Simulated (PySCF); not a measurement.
Labels have come off several samples. The candidates:

A. SMILES COC[Si](C)([SiH3])[SiH3]
B. `CC(C)[SiH2]O`
C. SMILES [SiH3]N[Si@@H]1C=CC(O[SiH3])=C1

Spectrum 1. $^{1}$H NMR (400 MHz, computed): δ 6.81 (d, 1H), 6.39 (m, 1H), 5.21 (m, 1H), 4.97 (s, 3H), 4.85 (s, 3H), 4.19 (d, 1H), -0.03 (br s, 1H). $^{13}$C{$^{1}$H} NMR (computed): δ 176.7 (C), 154.1 (CH), 142.5 (CH), 92.9 (CH).

Spectrum 2. $^{1}$H NMR (400 MHz, computed): δ 4.78 (d, 2H), 1.07 (d, 6H), 0.90 (m, 1H), 0.64 (br s, 1H). $^{13}$C{$^{1}$H} NMR (computed): δ 20.4 (CH), 18.6 (CH3).

Spectrum 3. $^{1}$H NMR (400 MHz, computed): δ 3.53 (s, 3H), 3.46 (s, 6H), 3.35 (s, 2H), 0.18 (s, 3H). $^{13}$C{$^{1}$H} NMR (computed): δ 70.6 (CH2), 65.6 (CH3), -4.6 (CH3).

How the numbers were obtained: PBE0/pcSseg-1 with gauge-including orbitals, GFN2-xTB structure, in PySCF (fast rotation and ring inversion assumed for equivalent nuclei, one computed conformer, non-relativistic, gas phase).

Scale: TMS for $^{1}$H (σref 31.72) and $^{13}$C (σref 186.93) (reference shieldings calculated alike). Where no couplings were computed, multiplicities follow the n + 1 count of equivalent neighbours, and m marks all less simple cases (inequivalent or close neighbours, rings, F or P nearby). Shifts are as computed. Against solution values, carbons near 30 ppm lie about +3 ppm off and those near 130 ppm about +5 ppm. Of 1309 compounds with measured shifts, 239 miss one by over three times the rms of a fit or turn the order of signals round; such compounds aren't used in these exercises. OH and NH positions are gas-phase values without hydrogen bonding to other molecules.

Question: Match each spectrum to its structure.

Answer: 1–C, 2–B, 3–A.

- Spectrum 1 (C): 4 $^{13}$C signals; δC 176.7 is an alkene carbon bearing oxygen; δC 154.1 is an alkene CH.
- Spectrum 2 (B): 2 $^{13}$C signals; δC 18.6 is a methyl carbon; δH 0.90 is the hydrogen on an sp3 CH bonded to Si.
- Spectrum 3 (A): 3 $^{13}$C signals; δC 70.6 is an sp3 CH2 bonded to O and Si; δC 65.6 is a methyl carbon bonded to O.
